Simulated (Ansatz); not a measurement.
Two isomers of C3H7FGe: A = `F[C@H]1C[C@@H]1[GeH3]`, B = `C[CH](C)[Ge][F]`.

Gas-phase electronic energies from Ansatz, PBE0-D4/def2-TZVP geometries. CCSD(T)/CBS adds triple-zeta CCSD(T) − MP2 to the extrapolated MP2 energy (def2 sets, frozen cores). DFT in def2-TZVPP. B3LYP here is the variant with VWN-RPA as its local correlation; programs differ in this. For Ge outer-core shells are correlated without core-valence functions, which leaves a few kJ/mol of doubt a bond. Scalar relativity is left out up to krypton. One conformer a species, not always the lowest.

A:

Z-matrix (Å, degrees):
```
C
C 1 1.479
C 1 1.488 2 61.6
F 1 1.365 2 117.5 3 108.0
H 1 1.085 2 120.6 3 -110.9
H 2 1.083 1 116.4 3 -106.8
H 2 1.084 1 118.7 3 109.2
Ge 3 1.939 1 121.1 2 -110.4
H 3 1.085 1 113.6 2 104.9
H 8 1.540 3 107.9 1 32.7
H 8 1.538 3 110.8 1 -86.9
H 8 1.538 3 110.5 1 151.8
```

B:

Z-matrix (Å, degrees):
```
C
C 1 1.525
H 1 1.095 2 112.6
H 1 1.093 2 110.9 3 -120.8
H 1 1.096 2 110.9 3 119.8
C 2 1.525 1 111.9 3 -178.4
Ge 2 2.002 1 109.8 3 59.6
H 2 1.097 1 109.4 3 -57.1
H 6 1.096 2 110.9 1 58.7
H 6 1.093 2 110.9 1 -60.7
H 6 1.095 2 112.6 1 178.5
F 7 1.769 2 95.2 1 61.4
```

**Question.** Which is lower in electronic energy at CCSD(T)/CBS, and by how much? (An estimate is asked.)

**Answer.** The calculation gave: B, by 202.1 kJ/mol.

**Question.** Give E(B) − E(A) in kJ/mol with CCSD/def2-TZVPP, r2SCAN-D4, B3LYP, PBE0-D4, B2PLYP, ωB97M-V, CCSD(T)/def2-TZVPP. (An estimate is asked.)

**Answer.** Ansatz gave: CCSD/def2-TZVPP -186.7, r2SCAN-D4 -184.1, B3LYP -207.2, PBE0-D4 -182.9, B2PLYP -202.0, ωB97M-V -197.8, CCSD(T)/def2-TZVPP -186.8. None reverses the order clearly.

Largest T1 diagnostic: 0.013.

From PBE to PBE0 (25 % exact exchange), in def2-TZVPP and without D4, E(B) − E(A) moves by +11.0 kJ/mol. The D4 term adds −5.2 kJ/mol with B3LYP and −2.6 kJ/mol with PBE0; it sums over pairs of atoms, weighted by their polarisabilities, and B3LYP, whose exchange is more repulsive, gets the larger term.
